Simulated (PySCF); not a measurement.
## NMR problem set

No relativistic terms, rapidly exchanging positions averaged, a single conformation, isolated molecule. Shielding tensors at PBE0/pcSseg-1 (GIAO); couplings computed with B3LYP/pcJ-1; GFN2-xTB structure; PySCF 2.14.0 with density-fitted response routines.

Shifts are taken against calculated references (same method and geometry level): 1H, 13C vs TMS. Multiplet labels drop J under 1 Hz and among equivalent protons, and merge close values. Unscaled 3J(H,H) run several per cent high. Splittings of carbon signals by F and P are missing where no couplings were computed. Where no couplings were computed, multiplicities follow the n + 1 count of equivalent neighbours, and m marks all less simple cases (inequivalent or close neighbours, rings, F or P nearby). One-bond C–F couplings are unscaled and too large by tens of Hz. Shifts are as computed. Against solution values, carbons near 30 ppm lie about +3 ppm off and those near 130 ppm about +5 ppm. Of 1211 compounds with measured shifts, 218 miss one by over three times the rms of a fit or turn the order of signals round; such compounds aren't used in these exercises.

Task: C4H3FO. 1H NMR (400 MHz, computed): δ 6.95 (dd, J = 85.8, 11.9 Hz, 1H), 5.82 (dt, J = 15.5, 11.9 Hz, 1H), 3.80 (dd, J = 11.9, 4.4 Hz, 1H). 13C{1H} NMR (computed): δ 210.2 (C), 152.5 (CH, d, J = 324.4 Hz), 104.9 (CH, d, J = 24.2 Hz), 22.4 (CH, d, J = 9.7 Hz). What is it?

Result: `O=C=C/C=C/F`. The formula gives 3 degrees of unsaturation (no ring in the answer). 4 carbon signals for 4 carbons: no two carbons are equivalent. Carbon types of the structure: 1 × C, 3 × CH, which accounts for all hydrogens. δC 210.2: central carbon of a ketene. δC 152.5, 104.9: alkene CH; as expected for a trigonal carbon in a double bond. δH 6.95, 5.82: hydrogen on an alkene CH; a vinylic proton, deshielded by the sp2 carbon and the C=C anisotropy. δH 3.80: hydrogen on a terminal carbon of a ketene. The protons at 5.82 and 6.95 share a coupling of 11.9 Hz (vicinal, trans across C=C). The protons at 3.80 and 5.82 share a coupling of 11.9 Hz (vicinal).

The data come from this structure; uniqueness wasn't tested.

Task: C5H7NP2. 1H NMR (400 MHz, computed): δ 6.20 (m, 1H), 5.75 (m, 1H), 5.48 (m, 1H), 3.93 (m, 2H), 3.60 (m, 2H). 13C{1H} NMR (computed): δ 142.6 (CH), 126.0 (CH2), 124.7 (C), 51.2 (CH2), 15.9 (CH2). What is it?

Result: `C=CC/P=P/CC#N`. 5 carbon signals for 5 carbons: no two carbons are equivalent. Carbon types of the structure: 1 × C, 1 × CH, 3 × CH2, which accounts for all hydrogens. δC 142.6: alkene CH; as expected for a trigonal carbon in a double bond. δC 126.0: terminal =CH2 carbon; an sp2 carbon of a C=C bond. δC 124.7: nitrile carbon; this is the usual window of a C≡N carbon, which has no attached hydrogen. δH 6.20: hydrogen on an alkene CH; olefinic region.

The shifts were computed for this structure.
